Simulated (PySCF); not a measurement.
## C7H9O: g tensor and hyperfine couplings

Compound: C7H9O (doublet state).
Geometry (GFN2-xTB, Å), atoms numbered from 1 in this order:
```
atom  x, y, z in Å
C1    -1.507   -1.463    1.216
C2    -1.254   -0.285    0.558
C3    -2.203    0.231   -0.498
C4    -0.178    0.482    0.846
C5     0.919    1.155    1.003
C6     2.174    0.911    0.239
C7     2.122   -0.236   -0.736
O8     3.155    1.593    0.409
H9    -0.844   -1.827    1.979
H10   -2.376   -2.050    0.984
H11   -1.668    0.453   -1.420
H12   -2.680    1.149   -0.158
H13   -2.971   -0.508   -0.703
H14    1.003    1.963    1.723
H15    1.936   -1.161   -0.195
H16    1.304   -0.087   -1.437
H17    3.063   -0.309   -1.274
```

The hyperfine couplings belong to this conformer and change with its torsions.

Identity: `C=C(C)/[C]=C\C(C)=O` [radical].

Level of theory: UKS B3LYP, pcH-1 on C H O, non-relativistic, mean-field spin-orbit, GIAO (PySCF 2.14.0). Geometry: GFN2-xTB, one conformer, isolated molecule. GFN2-xTB frequencies show an imaginary mode (62i cm⁻¹), so this geometry is no minimum at that level. Couplings are sensitive to structure, and on GFN2-xTB geometries they can be far from those on DFT ones. Stability of the SCF solution: not tested. ⟨S²⟩ is 0.777 where a pure state has 0.75.

```json
{
  "g1, g2, g3": "2.00205, 2.00231, 2.00292",
  "g_iso": "2.00243",
  "Form of g": "rhombic: the two nearest values differ by 30 % of g3 − g1",
  "⟨S²⟩": "0.7771 (exact 0.7500)",
  "Basis functions": "290"
}
```

Isotropic coupling and dipolar principal values T1 to T3, in MHz; ρ(0) is the spin density at the nucleus:

```
atom  isotope  a_iso     T1     T2     T3  Mulliken spin population  ρ(0) (bohr⁻³)
  C1      13C   57.2  -51.7  -49.9  101.6                      0.69         0.0509
  C2      13C  -49.1  -28.3   11.5   16.8                     -0.25        -0.0437
  C3      13C    7.5   -1.1   -0.3    1.4                      0.02         0.0067
  C4      13C   59.1  -56.3  -42.4   98.6                      0.63         0.0525
  C5      13C  -37.9   -9.5    2.3    7.2                     -0.10        -0.0337
  C6      13C   60.6   -4.9   -3.5    8.4                      0.04         0.0539
  C7      13C   -0.6   -1.4    0.2    1.2                      0.01        -0.0006
  O8      17O    0.4   -7.1    0.4    6.6                      0.00        -0.0006
  H9       1H  -40.1  -21.5   -1.8   23.3                     -0.03        -0.0090
 H10       1H  -41.5  -25.3   -0.2   25.6                     -0.03        -0.0093
 H11       1H  -13.8   -2.2   -1.3    3.5                     -0.01        -0.0031
 H12       1H  -17.5   -2.4   -1.0    3.4                     -0.01        -0.0039
 H13       1H   -1.8   -2.2   -1.6    3.8                      0.00        -0.0004
 H14       1H  111.2   -3.4   -2.6    6.1                      0.05         0.0249
 H15       1H    0.6   -2.5   -1.2    3.7                      0.00         0.0001
 H16       1H    1.5   -2.4   -1.9    4.3                      0.00         0.0003
 H17       1H   -0.7   -1.4   -0.8    2.2                      0.00        -0.0001
```

The largest Mulliken spin populations are on C1 (+0.69), C4 (+0.63), C2 (-0.25) and C5 (-0.10). The positive populations add up to 1.43 and the negative ones to -0.43, together 2S = 1. The angles at C1 add up to 360.0°, so it is planar; its axial dipolar tensor and the negative couplings of its protons fit spin in a p orbital normal to that plane.

Under fast tumbling the dipolar parts average out, and these isotropic splittings remain: 1 × 1H (H14, I = 1/2, 2 lines) with 3.97 mT, 1 × 1H (H10, I = 1/2, 2 lines) with 1.48 mT, 1 × 1H (H9, I = 1/2, 2 lines) with 1.43 mT and 3 × 1H (H11/H12/H13, I = 1/2, 4 lines) with 0.39 mT.

Nuclei that the bonding pattern makes equivalent are averaged, as if the motion that swaps them (rotation, inversion, ring flip) were fast. The three 1H nuclei of mean -11.0 MHz run from -17.5 to -1.8 MHz in the frozen geometry.

The 13C coupling of C6 (60.6 MHz) shows only in satellite lines or after enrichment, since that isotope makes up about 1.07 % of natural carbon.
